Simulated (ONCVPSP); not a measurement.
Te, ONCV: configuration errors across variants

```
Element                 : tellurium
Generator               : ONCVPSP 4.0.1
Type                    : optimised norm-conserving Vanderbilt (ONCV)
Functional              : PBEsol
Relativity              : scalar-relativistic
Frozen core             : [Kr] 4d10
Valence charge          : 6
Reference configuration : 5s2 5p4
Partial waves           : 5s: rc 1.75 bohr, ncon 4, nbas 8, qcut 3.7 1/bohr, 2 projectors, debl 1.3 Ha; 5p: rc 1.75 bohr, ncon 4, nbas 7, qcut 4.9 1/bohr, 1 projector
Local potential         : polynomial inside 1.50 bohr (lpopt 5, dvloc0 1 Ha)
Core correction         : Teter function, fcfact 5, rcfact 1.8
```

All-electron excitation energies from the reference (eV): (1) 5s2 5p3 9.753; (2) 5s2 5p2 27.722; (3) 5s2 5p1 54.679; (4) 5s1 5p4 19.626.

5 further variants failed, have other tests or too few solved ones, and are left out.

Errors AE − PS in meV (a dash: test not solved or not reliable):

```json
{"change": "base", "(1)": "-61", "(2)": "-318", "(3)": "-906", "(4)": "-47", "bound ghosts": "none", "GHOST(+) flags above zero": "s, p"}
{"change": "s: qcut 2.7", "(1)": "-61", "(2)": "-318", "(3)": "-906", "(4)": "-50", "bound ghosts": "none", "GHOST(+) flags above zero": "s, p"}
{"change": "s: qcut 3.1", "(1)": "-61", "(2)": "-318", "(3)": "-906", "(4)": "-49", "bound ghosts": "none", "GHOST(+) flags above zero": "s, p"}
{"change": "s: qcut 3.4", "(1)": "-61", "(2)": "-318", "(3)": "-906", "(4)": "-48", "bound ghosts": "none", "GHOST(+) flags above zero": "s, p"}
```

Question: Give the same row for: s: qcut 2.2.

Answer: -60, -318, -906, -51; bound ghosts: none; GHOST(+) flags above zero: s, p.
